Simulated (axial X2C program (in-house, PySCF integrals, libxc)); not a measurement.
**Bond lengths and stretching modes, held linear, of AsCN⁺**

Calculated with an in-house all-electron X2C program for linear molecules (integrals from PySCF): two-component X2C with atomic mean-field Coulomb and Gaunt terms, Gaussian nuclei, basis As dyall-v3z, C dyall-v3z, N dyall-av3z with contracted cores. Spin-free rows use the one-electron spin-free X2C Hamiltonian.

Masses As 74.922, C 12.000, N 14.003 u. States: 2c Ω = 1/2 (beyond evenly filled blocks: ω = 1/2); spin-free M_S = 1/2, Λ = 1 (beyond evenly filled blocks: π+α).

LDA, spin-free: energies above the lowest point

```tsv
r(As–C) (Å)	r(C–N) (Å)	E (meV)
1.7755	1.1407	90.21
1.7755	1.1700	11.86
1.7755	1.1992	22.19
1.8210	1.1407	73.86
1.8210	1.1700	0.00
1.8210	1.1992	15.10
1.8210	1.2285	102.90
1.8665	1.1407	104.72
1.8665	1.1700	34.59
1.8665	1.1992	53.67
1.9121	1.1700	106.58
1.9121	1.2285	224.53
```

Question: Fit a quadratic surface with cubic terms in each bond: where is the minimum, and what are the two stretching wavenumbers?

Answer: At LDA, spin-free: bonds 1.807 and 1.180 Å; harmonic stretches 565.5 and 2067.6 cm⁻¹; force constants 3.8, 15.6 and coupling 0.48 mdyn/Å.

The other levels and Hamiltonians give:

```
Hamiltonian  level  r(As–C) (Å)  r(C–N) (Å)  lower stretch (cm⁻¹)  upper stretch (cm⁻¹)
         2c   PBE0        1.819       1.169                 567.2                2144.0
         2c     HF        1.811       1.164                 587.8                1690.2
         2c    LDA        1.809       1.179                 564.2                2072.4
         2c    MP2        1.921       1.091                 425.5                2700.2
  spin-free   PBE0        1.817       1.169                 568.1                2140.8
  spin-free     HF        1.810       1.164                 588.7                1684.5
  spin-free    MP2        1.921       1.089                 424.5                2682.9
```

Each state is one determinant, the lowest of a limited PBE0 search; the stretches come from a fit to these few points and carry an uncertainty of a few per cent. Other orders of the atoms were not compared. The levels spread by more than a fifth, so the stretches depend strongly on the method. MP2 freezes inner shells (threshold -2 hartree). The molecule was held linear; bending was not examined, so a bent shape may lie lower. Note: functional without a current term on a determinant with orbital currents, of the molecule or an atom.
